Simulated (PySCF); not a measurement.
A geometry optimisation, step by step.

CH5Ge2NSe.
Atom-mapped SMILES: `[N:1]#[C:2][GeH2:3][Se:4][GeH3:5]` (hydrogens: H6, H7 on Ge3; H8, H9, H10 on Ge5)

Computed by this run: PBE0-D3(BJ)/def2-SVP geometry optimisation, gas phase (PySCF 2.14.0); density fitting, grid level 1; the optimiser is geomeTRIC in internal coordinates, started from a GFN2-xTB structure with every atom displaced at random (about 0.01 Å). The frame can shift and turn from step to step; on so coarse a grid that alone can change the energy by a few meV, and forces under 0.02 eV/Å are noise.

Step 0: E = -180945.9751 eV, largest atomic force 6.071 eV/Å
```
atom  x, y, z in Å  |  force x, y, z in eV/Å
N1      0.815    2.338   -0.170   -1.824   5.776   0.414
C2      1.161    1.278   -0.249    1.704  -5.532  -0.433
Ge3     1.616   -0.581   -0.346    0.792   0.335   0.375
Se4    -0.293   -1.841   -0.345   -0.619  -0.493  -0.082
Ge5    -1.806   -0.160    0.332    0.333   0.210   0.490
H6      2.433   -0.759   -1.605    0.112  -0.105  -0.416
H7      2.526   -0.832    0.865   -0.088  -0.050   0.071
H8     -1.935    0.904   -0.719   -0.021   0.346  -0.513
H9     -1.348    0.482    1.645    0.134  -0.029   0.088
H10    -3.117   -0.850    0.572   -0.523  -0.457   0.005
```

Step 1: E = -180946.1634 eV, largest atomic force 0.777 eV/Å
```
atom  x, y, z in Å  |  force x, y, z in eV/Å
N1      0.793    2.343   -0.292    0.207  -0.694  -0.081
C2      1.134    1.231   -0.376   -0.205   0.746   0.075
Ge3     1.605   -0.636   -0.434   -0.275  -0.241  -0.073
Se4    -0.411   -1.888   -0.489    0.316   0.123  -0.018
Ge5    -1.869   -0.240    0.403   -0.074  -0.007  -0.091
H6      2.405   -0.877   -1.726   -0.051   0.010   0.117
H7      2.420   -0.908    0.836    0.015   0.006  -0.020
H8     -2.040    0.869   -0.653   -0.037  -0.067   0.159
H9     -1.294    0.296    1.725   -0.049   0.005  -0.045
H10    -3.179   -1.032    0.633    0.153   0.120  -0.023
```

Step 2: E = -180946.1772 eV, largest atomic force 0.169 eV/Å
```
atom  x, y, z in Å  |  force x, y, z in eV/Å
N1      0.790    2.342   -0.331    0.041  -0.151  -0.032
C2      1.128    1.233   -0.395   -0.024   0.163   0.038
Ge3     1.596   -0.638   -0.428   -0.117  -0.057   0.014
Se4    -0.398   -1.879   -0.513    0.053   0.051  -0.022
Ge5    -1.859   -0.242    0.401    0.018  -0.039  -0.019
H6      2.413   -0.887   -1.698    0.026  -0.008  -0.003
H7      2.396   -0.905    0.852    0.015   0.019   0.005
H8     -2.046    0.894   -0.610   -0.008   0.018   0.006
H9     -1.297    0.270    1.734    0.010   0.011   0.011
H10    -3.160   -1.028    0.616   -0.014  -0.006   0.004
```

Step 3: E = -180946.1805 eV, largest atomic force 0.094 eV/Å
```
atom  x, y, z in Å  |  force x, y, z in eV/Å
N1      0.807    2.352   -0.381   -0.031   0.084  -0.012
C2      1.137    1.241   -0.419    0.032  -0.085   0.023
Ge3     1.588   -0.635   -0.422    0.001   0.017   0.017
Se4    -0.399   -1.864   -0.551   -0.026   0.000  -0.049
Ge5    -1.860   -0.250    0.404    0.016  -0.022   0.027
H6      2.438   -0.897   -1.668    0.016  -0.015  -0.005
H7      2.363   -0.891    0.877   -0.001   0.017   0.010
H8     -2.055    0.917   -0.567    0.004   0.016  -0.019
H9     -1.295    0.228    1.749    0.011   0.004   0.004
H10    -3.160   -1.040    0.604   -0.022  -0.015   0.005
```

Step 4: E = -180946.1850 eV, largest atomic force 0.501 eV/Å
```
atom  x, y, z in Å  |  force x, y, z in eV/Å
N1      0.858    2.387   -0.534   -0.131   0.468  -0.007
C2      1.162    1.272   -0.493    0.106  -0.489   0.017
Ge3     1.565   -0.615   -0.401    0.239   0.150   0.032
Se4    -0.408   -1.805   -0.691   -0.173  -0.070  -0.096
Ge5    -1.860   -0.282    0.413    0.007  -0.011   0.116
H6      2.522   -0.926   -1.556   -0.007  -0.027  -0.010
H7      2.230   -0.841    0.963   -0.045   0.008   0.017
H8     -2.074    0.978   -0.429    0.021   0.006  -0.059
H9     -1.272    0.076    1.788    0.010  -0.012  -0.011
H10    -3.159   -1.082    0.569   -0.028  -0.023   0.001
```

Step 5: E = -180946.1754 eV, largest atomic force 0.978 eV/Å
```
atom  x, y, z in Å  |  force x, y, z in eV/Å
N1      1.071    2.478   -0.833   -0.139   0.918  -0.117
C2      1.279    1.360   -0.643    0.099  -0.967   0.111
Ge3     1.505   -0.541   -0.367    0.628   0.314   0.128
Se4    -0.428   -1.622   -0.976   -0.502  -0.221  -0.067
Ge5    -1.875   -0.374    0.432    0.021  -0.017   0.180
H6      2.637   -0.994   -1.295   -0.023  -0.010  -0.041
H7      1.910   -0.702    1.107   -0.110  -0.008  -0.006
H8     -2.148    1.027   -0.122    0.038   0.033  -0.120
H9     -1.229   -0.261    1.826    0.013  -0.026  -0.048
H10    -3.158   -1.210    0.498   -0.024  -0.016  -0.021
```

Step 6: E = -180946.1925 eV, largest atomic force 0.485 eV/Å
```
atom  x, y, z in Å  |  force x, y, z in eV/Å
N1      0.952    2.435   -0.692   -0.091   0.446  -0.025
C2      1.214    1.315   -0.576    0.060  -0.481   0.009
Ge3     1.539   -0.581   -0.387    0.263   0.144   0.033
Se4    -0.430   -1.725   -0.838   -0.170  -0.053  -0.046
Ge5    -1.866   -0.326    0.430    0.012  -0.004   0.106
H6      2.595   -0.964   -1.430   -0.031  -0.023  -0.013
H7      2.061   -0.773    1.043   -0.058  -0.005   0.011
H8     -2.096    1.012   -0.282    0.024  -0.002  -0.058
H9     -1.241   -0.096    1.817    0.006  -0.012  -0.015
H10    -3.164   -1.136    0.542   -0.014  -0.010  -0.003
```

Step 7: E = -180946.1966 eV, largest atomic force 0.209 eV/Å
```
atom  x, y, z in Å  |  force x, y, z in eV/Å
N1      0.950    2.433   -0.700   -0.036   0.190  -0.003
C2      1.211    1.310   -0.586    0.017  -0.208  -0.016
Ge3     1.540   -0.583   -0.393    0.128   0.063   0.024
Se4    -0.442   -1.728   -0.830   -0.050  -0.034  -0.047
Ge5    -1.862   -0.320    0.442   -0.006   0.008   0.060
H6      2.589   -0.976   -1.438   -0.023  -0.016  -0.005
H7      2.052   -0.774    1.041   -0.033   0.000   0.005
H8     -2.075    1.013   -0.285    0.009  -0.004  -0.021
H9     -1.231   -0.094    1.825   -0.001  -0.002  -0.003
H10    -3.168   -1.120    0.552   -0.006   0.003   0.006
```

Step 8: E = -180946.1993 eV, largest atomic force 0.051 eV/Å
```
atom  x, y, z in Å  |  force x, y, z in eV/Å
N1      0.972    2.438   -0.749    0.013  -0.035   0.014
C2      1.221    1.312   -0.622   -0.015   0.033  -0.035
Ge3     1.534   -0.580   -0.398   -0.005  -0.008   0.010
Se4    -0.458   -1.714   -0.853    0.019   0.000   0.000
Ge5    -1.858   -0.323    0.460   -0.001   0.002  -0.003
H6      2.593   -1.003   -1.420   -0.008  -0.005  -0.001
H7      2.001   -0.756    1.052   -0.003   0.004   0.000
H8     -2.055    1.023   -0.249   -0.001  -0.003   0.005
H9     -1.214   -0.129    1.843   -0.001   0.004   0.003
H10    -3.173   -1.108    0.563    0.002   0.008   0.008
```

Step 9: E = -180946.1997 eV, largest atomic force 0.079 eV/Å
```
atom  x, y, z in Å  |  force x, y, z in eV/Å
N1      0.978    2.436   -0.770    0.018  -0.069   0.013
C2      1.222    1.309   -0.640   -0.015   0.071  -0.031
Ge3     1.531   -0.581   -0.401   -0.034  -0.019   0.003
Se4    -0.464   -1.712   -0.855    0.026   0.007   0.013
Ge5    -1.855   -0.321    0.469   -0.001  -0.001  -0.015
H6      2.590   -1.017   -1.416    0.000  -0.003   0.001
H7      1.987   -0.749    1.054    0.006   0.004  -0.001
H8     -2.044    1.029   -0.236   -0.003  -0.001   0.009
H9     -1.206   -0.137    1.850    0.001   0.005   0.003
H10    -3.174   -1.098    0.572    0.002   0.006   0.007
```

Step 10: E = -180946.2002 eV, largest atomic force 0.080 eV/Å
```
atom  x, y, z in Å  |  force x, y, z in eV/Å
N1      0.990    2.430   -0.810    0.015  -0.074   0.003
C2      1.225    1.302   -0.674   -0.007   0.079  -0.013
Ge3     1.524   -0.586   -0.406   -0.057  -0.024  -0.010
Se4    -0.476   -1.713   -0.850    0.024   0.015   0.025
Ge5    -1.850   -0.314    0.485    0.001  -0.006  -0.020
H6      2.580   -1.044   -1.415    0.010  -0.001   0.003
H7      1.971   -0.735    1.053    0.015   0.004  -0.001
H8     -2.028    1.040   -0.213   -0.004   0.001   0.008
H9     -1.195   -0.142    1.865    0.003   0.006   0.002
H10    -3.178   -1.077    0.593    0.001   0.001   0.002
```

Step 11: E = -180946.2004 eV, largest atomic force 0.052 eV/Å
```
atom  x, y, z in Å  |  force x, y, z in eV/Å
N1      1.001    2.422   -0.849    0.005  -0.040  -0.010
C2      1.228    1.293   -0.706    0.001   0.045   0.008
Ge3     1.518   -0.592   -0.412   -0.047  -0.016  -0.015
Se4    -0.486   -1.716   -0.836    0.012   0.013   0.022
Ge5    -1.847   -0.307    0.501    0.001  -0.006  -0.011
H6      2.569   -1.070   -1.417    0.012  -0.001   0.004
H7      1.967   -0.720    1.048    0.015   0.003   0.000
H8     -2.018    1.048   -0.196   -0.004   0.001   0.003
H9     -1.187   -0.139    1.879    0.003   0.005   0.000
H10    -3.181   -1.058    0.615    0.000  -0.004  -0.002
```

Step 12: E = -180946.2004 eV, largest atomic force 0.022 eV/Å
```
atom  x, y, z in Å  |  force x, y, z in eV/Å
N1      1.007    2.416   -0.876   -0.005   0.004  -0.018
C2      1.230    1.288   -0.727    0.005  -0.002   0.021
Ge3     1.515   -0.596   -0.416   -0.013  -0.001  -0.011
Se4    -0.491   -1.720   -0.821   -0.002   0.005   0.009
Ge5    -1.847   -0.303    0.512    0.001  -0.003   0.002
H6      2.561   -1.086   -1.420    0.007  -0.001   0.003
H7      1.974   -0.709    1.043    0.007   0.002   0.001
H8     -2.019    1.052   -0.188   -0.002  -0.001  -0.003
H9     -1.184   -0.129    1.888    0.002   0.003  -0.002
H10    -3.182   -1.052    0.632    0.000  -0.005  -0.002
```

Q: Summarise the path.

A: The energy falls by 0.2253 eV from step 0 to step 12; nine tenths of that is first reached at step 3. It rises by more than 0.2 meV at step 5. The largest force goes from 6.071 to 0.022 eV/Å. Among the bonds Ge3–Se4 changes most, from 2.287 to 2.335 Å; the atoms move by 0.477 Å rms after alignment.

The cost below is that of the whole optimisation. Hardware: an Arm Neoverse V2 with one thread, no GPU, on a shared host. Cost: 3.9 min of wall time, 0.70 GiB resident at most.
